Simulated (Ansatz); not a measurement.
Cartesian coordinates in Å:
```
O 0.756 -1.177 0.487
C 0.040 -0.347 0.856
O -0.677 0.482 1.227
Zn -0.119 1.043 -2.570
```

Charge 0, multiplicity 1. The bonds changed during the relaxation, so this is another structure than the one it started from.

(1) List the r2SCAN/def2-TZVPP orbital energies in eV (Ansatz). (Estimate.)

## Answers

(1) Computed: Occupied: -9434.27, -1143.56, -1006.15, -1006.15, -1006.15, -517.95, -517.95, -277.96, -129.44, -85.19, -85.19, -85.18, -30.72, -29.62, -14.43, -13.23, -13.22, -13.22, -11.03, -11.03, -11.03, -11.02, -11.02, -9.41, -9.41, -6.17. Lowest empty: -1.08, -0.90, -0.83, 0.21, 0.23, 1.17, 4.61, 5.14.
